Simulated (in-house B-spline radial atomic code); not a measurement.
Cr¹⁷⁺. Computed with a B-spline radial atomic code. Model: all-electron spherical atom, spin shells full or empty, radial basis limit, no spin-orbit coupling: exact exchange with a local potential (Slater, KLI or optimised effective potential, whose far tail is KLI's), no correlation.

Exchange potential has not reached -1/r at the last radius.

The run also made RPA and GW results, which its time includes.

The Slater potential averages the orbital exchange potentials with the orbital densities as weights, KLI adds orbital constants, and the optimised effective potential minimises the exact-exchange energy among local potentials. So their energies lie above Hartree-Fock in the order OEP, KLI, Slater. All fall off as −1/r, unlike LDA and GGA exchange.

Command:
```bash
python run_gw.py task.json out
```
Settings (lengths in bohr, energies in hartree):
```
Z                      24
electrons              7
configuration          [He] 2s2 2p3
hamiltonian            nr
method                 slater
lmax                   9
spin_polarised         True
box_radius             4.58
intervals              63
```

Run time, properties included: 2.1 s on 1 thread of Arm Neoverse N1 (shared host).

Given: hamiltonian non-relativistic; mean-field start Slater potential.

Computed: energy above Hartree-Fock 25.431 millihartree; virial ratio -E/T less 1 -0.00746.

```json
{"radius (bohr)": "0.00208", "r times exchange potential up (hartree bohr)": "-0.051014", "r times exchange potential down (hartree bohr)": "-0.051002"}
{"radius (bohr)": "0.00246", "r times exchange potential up (hartree bohr)": "-0.060294", "r times exchange potential down (hartree bohr)": "-0.060279"}
{"radius (bohr)": "0.0029", "r times exchange potential up (hartree bohr)": "-0.071021", "r times exchange potential down (hartree bohr)": "-0.071003"}
{"radius (bohr)": "0.00341", "r times exchange potential up (hartree bohr)": "-0.083416", "r times exchange potential down (hartree bohr)": "-0.083394"}
{"radius (bohr)": "0.00402", "r times exchange potential up (hartree bohr)": "-0.098182", "r times exchange potential down (hartree bohr)": "-0.098154"}
{"radius (bohr)": "0.00474", "r times exchange potential up (hartree bohr)": "-0.11552", "r times exchange potential down (hartree bohr)": "-0.11548"}
{"radius (bohr)": "0.00559", "r times exchange potential up (hartree bohr)": "-0.13584", "r times exchange potential down (hartree bohr)": "-0.1358"}
{"radius (bohr)": "0.00659", "r times exchange potential up (hartree bohr)": "-0.15952", "r times exchange potential down (hartree bohr)": "-0.15946"}
{"radius (bohr)": "0.00777", "r times exchange potential up (hartree bohr)": "-0.18711", "r times exchange potential down (hartree bohr)": "-0.18703"}
{"radius (bohr)": "0.00917", "r times exchange potential up (hartree bohr)": "-0.21928", "r times exchange potential down (hartree bohr)": "-0.21916"}
{"radius (bohr)": "0.0108", "r times exchange potential up (hartree bohr)": "-0.25587", "r times exchange potential down (hartree bohr)": "-0.25572"}
{"radius (bohr)": "0.0127", "r times exchange potential up (hartree bohr)": "?", "r times exchange potential down (hartree bohr)": "?"}
{"radius (bohr)": "0.015", "r times exchange potential up (hartree bohr)": "-0.34551", "r times exchange potential down (hartree bohr)": "-0.34521"}
{"radius (bohr)": "0.0177", "r times exchange potential up (hartree bohr)": "-0.39925", "r times exchange potential down (hartree bohr)": "-0.39884"}
{"radius (bohr)": "0.0209", "r times exchange potential up (hartree bohr)": "-0.45883", "r times exchange potential down (hartree bohr)": "-0.45828"}
{"radius (bohr)": "0.0246", "r times exchange potential up (hartree bohr)": "-0.52206", "r times exchange potential down (hartree bohr)": "-0.52139"}
{"radius (bohr)": "0.029", "r times exchange potential up (hartree bohr)": "?", "r times exchange potential down (hartree bohr)": "?"}
{"radius (bohr)": "0.0342", "r times exchange potential up (hartree bohr)": "-0.6585", "r times exchange potential down (hartree bohr)": "-0.65818"}
{"radius (bohr)": "0.0403", "r times exchange potential up (hartree bohr)": "-0.7258", "r times exchange potential down (hartree bohr)": "-0.72681"}
{"radius (bohr)": "0.0475", "r times exchange potential up (hartree bohr)": "-0.78784", "r times exchange potential down (hartree bohr)": "-0.79232"}
{"radius (bohr)": "0.0561", "r times exchange potential up (hartree bohr)": "-0.83997", "r times exchange potential down (hartree bohr)": "-0.85226"}
{"radius (bohr)": "0.0661", "r times exchange potential up (hartree bohr)": "-0.87488", "r times exchange potential down (hartree bohr)": "-0.90169"}
{"radius (bohr)": "0.0779", "r times exchange potential up (hartree bohr)": "-0.88959", "r times exchange potential down (hartree bohr)": "-0.93671"}
{"radius (bohr)": "0.0918", "r times exchange potential up (hartree bohr)": "-0.88963", "r times exchange potential down (hartree bohr)": "-0.94625"}
{"radius (bohr)": "0.108", "r times exchange potential up (hartree bohr)": "-0.8981", "r times exchange potential down (hartree bohr)": "-0.90701"}
{"radius (bohr)": "0.128", "r times exchange potential up (hartree bohr)": "-0.94591", "r times exchange potential down (hartree bohr)": "-0.79961"}
{"radius (bohr)": "0.151", "r times exchange potential up (hartree bohr)": "-1.0367", "r times exchange potential down (hartree bohr)": "-0.7098"}
{"radius (bohr)": "0.177", "r times exchange potential up (hartree bohr)": "-1.1473", "r times exchange potential down (hartree bohr)": "-0.71431"}
{"radius (bohr)": "0.209", "r times exchange potential up (hartree bohr)": "-1.2619", "r times exchange potential down (hartree bohr)": "-0.77717"}
{"radius (bohr)": "0.247", "r times exchange potential up (hartree bohr)": "-1.3531", "r times exchange potential down (hartree bohr)": "-0.85061"}
{"radius (bohr)": "0.291", "r times exchange potential up (hartree bohr)": "-1.4046", "r times exchange potential down (hartree bohr)": "-0.91149"}
{"radius (bohr)": "0.343", "r times exchange potential up (hartree bohr)": "-1.4145", "r times exchange potential down (hartree bohr)": "-0.95472"}
{"radius (bohr)": "0.404", "r times exchange potential up (hartree bohr)": "-1.3902", "r times exchange potential down (hartree bohr)": "-0.98046"}
{"radius (bohr)": "0.476", "r times exchange potential up (hartree bohr)": "-1.3454", "r times exchange potential down (hartree bohr)": "-0.99314"}
{"radius (bohr)": "0.562", "r times exchange potential up (hartree bohr)": "-1.2933", "r times exchange potential down (hartree bohr)": "-0.99815"}
{"radius (bohr)": "0.662", "r times exchange potential up (hartree bohr)": "-1.2447", "r times exchange potential down (hartree bohr)": "-0.99962"}
{"radius (bohr)": "0.781", "r times exchange potential up (hartree bohr)": "-1.2024", "r times exchange potential down (hartree bohr)": "-0.99995"}
```

**Question.** What belongs in the row 0.0127?

**Answer.** r times exchange potential up (hartree bohr): -0.2973; r times exchange potential down (hartree bohr): -0.29708.

**Question.** What belongs in the row 0.029?

**Answer.** r times exchange potential up (hartree bohr): -0.58944; r times exchange potential down (hartree bohr): -0.58876.

```tsv
occupied	level (hartree)	Hartree-Fock level (hartree)
1s up	-248.54	-250.01
1s down	-248.59	-249.08
2s up	-50.76	-50.869
2s down	?	?
2p up	-48.185	-47.785
```

**Question.** What belongs in the row 2s down?

**Answer.** level (hartree): -49.139; Hartree-Fock level (hartree): -48.877.

```csv
empty,level (hartree)
2p down,-46.626
3s up,?
3s down,-20.267
3p up,-20.002
3p down,-19.481
3d up,-19.029
3d down,-18.279
4s up,-11.264
4s down,-11.045
4p up,-10.933
4p down,-10.721
4d up,-10.551
4f up,?
4d down,-10.261
```

**Question.** What belongs in the row 3s up?

**Answer.** level (hartree): -20.801.

**Question.** What belongs in the row 4f up?

**Answer.** level (hartree): -10.368.

The highest level, 2p up, differs from Hartree-Fock by -11 eV and the deepest, 1s down, by +13.5 eV: the Slater potential lacks the response part and is deeper than the optimised one throughout, so the top level comes too deep.
